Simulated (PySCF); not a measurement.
AlClH3NO. Atoms are numbered in the order given.

```xyz
7

Al     0.0410    -0.4114     0.0000
Cl    -0.0439     1.6819     0.0000
O      1.5833    -1.1080     0.0000
H      1.8166    -2.0357     0.0000
N     -1.4730    -1.3089     0.0000
H     -1.5738    -2.3167     0.0000
H     -2.3845    -0.8658     0.0000
```
Charge 0, spin multiplicity 1.

Coordinates come from a PBE0-D3(BJ)/def2-SVP optimisation. Other conformers were not sampled.

Level of theory: KT2/pcSseg-1 in PySCF.

GIAO shieldings, no solvent; atoms listed in one row are averaged. δ = σ(ref) − σ: ³⁵Cl against HCl (σ = 945.4 ppm); ¹⁷O against H2O (σ = 330.4 ppm); ¹H against TMS (σ = 31.47 ppm); ¹⁵N against NH3 (σ = 266.2 ppm), references at their B3LYP-D3(BJ)/def2-TZVP geometries, non-relativistic (without spin–orbit terms, shifts of atoms bonded to Cl or Br come out too high).

**Question.** Estimate the chemical shifts. (An estimate is asked for; the answer gives what the named calculation found.)

**Answer.** 
```tsv
nucleus	atoms	count	δ (ppm)
³⁵Cl	Cl2	1	-70.5
¹⁷O	O3	1	21.4
¹H	H4	1	1.63
¹H	H7	1	0.72
¹H	H6	1	0.50
¹⁵N	N5	1	17.0
```
